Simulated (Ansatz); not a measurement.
Start from `CB(O)O` and change one atom or group to get `OB(O)Cl`.

Ansatz, PBE0-D4/def2-TZVP geometries, multiplicity 1. Each molecule was computed in one conformer, which needn't be the lowest.

```csv
property,`CB(O)O`
zero-point energy (PBE0-D4/def2-TZVP) / kJ/mol,185.4
size of the dipole moment (B3LYP/def2-TZVPP) / D,2.23
HOMO energy (B3LYP/def2-TZVPP) / eV,-9.07
HOMO energy (PBE0/def2-TZVPP) / eV,-9.34
LUMO energy (ωB97M-V/def2-TZVPP) / eV,1.71
size of the dipole moment (ωB97M-V/def2-TZVPP) / D,2.27
```

Question: Give the same properties after the change, and the shifts. (Estimate.)

Answer: Ansatz gave: 
| property | `OB(O)Cl` | shift |
| --- | --- | --- |
| zero-point energy (PBE0-D4/def2-TZVP) / kJ/mol | 93.3 | -92.1 |
| size of the dipole moment (B3LYP/def2-TZVPP) / D | 1.93 | -0.30 |
| HOMO energy (B3LYP/def2-TZVPP) / eV | -8.85 | 0.22 |
| HOMO energy (PBE0/def2-TZVPP) / eV | -9.14 | 0.20 |
| LUMO energy (ωB97M-V/def2-TZVPP) / eV | 1.91 | 0.20 |
| size of the dipole moment (ωB97M-V/def2-TZVPP) / D | 1.94 | -0.33 |

The zero-point energy changes by -92.1 kJ/mol with -9 modes. Dipoles are sizes alone; their direction can turn.

B3LYP here is the variant with VWN-RPA as its local correlation; programs differ in this.
